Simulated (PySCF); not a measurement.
**Vertical excitation energies**

Species: C₃H₉NSi.
SMILES with atom numbers: `[CH2:1]1[CH2:2][NH:3][SiH2:4][CH2:5]1` (hydrogens: H6, H7 on C1; H8, H9 on C2; H10 on N3; H11, H12 on Si4; H13, H14 on C5)

Structure used (PBE0-D3(BJ)/def2-SVP), in Å, numbered top down from 1:
```
atom  x, y, z in Å
C1    -0.300   -1.136    0.370
C2     1.147   -0.648    0.283
N3     1.098    0.803    0.330
Si4   -0.391    1.468   -0.267
C5    -1.182   -0.234   -0.507
H6    -0.375   -2.198    0.087
H7    -0.631   -1.057    1.419
H8     1.739   -1.056    1.121
H9     1.615   -1.029   -0.650
H10    1.982    1.286    0.412
H11   -0.274    2.250   -1.543
H12   -1.089    2.363    0.713
H13   -2.247   -0.300   -0.242
H14   -1.092   -0.512   -1.571
```

The calculation used TDDFT PBE0/def2-SVPD, vertical, gas phase, core orbitals frozen in the response (PySCF).

```tsv
state	λ (nm)	E (eV)	f	main configurations (H = HOMO, L = LUMO)
S1	215.8	5.75	0.0037	H→L (82%), H→L+1 (17%)
S2	207.1	5.99	0.011	H→L+1 (80%), H→L (16%)
S3	180.1	6.88	0.0022	H→L+2 (65%), H→L+3 (26%)
S4	176.8	7.01	0.0011	H→L+3 (63%), H→L+2 (32%)
S5	172.4	7.19	0.0003	H→L+4 (94%)
S6	167.1	7.42	0.037	H→L+6 (93%)
S7	165.6	7.49	0.0076	H→L+5 (90%)
S8	159.6	7.77	0.030	H→L+7 (56%), H-1→L (33%)
S9	158.6	7.82	0.067	H-1→L (61%), H→L+7 (25%), H-1→L+1 (9%)
S10	156.9	7.90	0.091	H-1→L+1 (83%), H→L+7 (12%)
```

Triplets (Tamm–Dancoff): T1 5.46 eV, H→L (65%), H→L+1 (30%); T2 5.83 eV, H→L+1 (64%), H→L (30%); T3 6.74 eV, H→L+2 (49%), H→L+3 (34%); T4 6.86 eV, H→L+2 (44%), H→L+3 (41%), H→L+5 (8%).

The lowest singlet lies at 5.75 eV (216 nm, ultraviolet) and is very weak; its leading configuration is HOMO→LUMO (82%). The most intense listed level is S10 at 7.90 eV (157 nm, f = 0.091), 2.15 eV above S1. It is the last of those listed, so stronger ones may follow. Löwdin shares by element: HOMO nitrogen 55%, carbon 12% or more, silicon 10%, hydrogen 6% or more (atoms not listed hold the other 17%); LUMO silicon 27%, carbon 18% or more, hydrogen 11% or more (atoms not listed hold the other 43%). The listed states span 2.15 eV, and the widest gap between neighbours is 0.90 eV (S2 to S3). The oscillator strengths of these states sum to 0.251; summed over the whole spectrum of an exact calculation they would give the number of electrons, 48 (Thomas–Reiche–Kuhn). Of the 10 states listed, 5 reach f = 0.01 and 1 stays under 0.0005. The vertical ionisation energy (ΔSCF) is 8.55 eV, 0.65 eV above S10. Only the lowest 10 singlets were computed, as vertical energies without vibronic structure.

One conformer stands for the species.
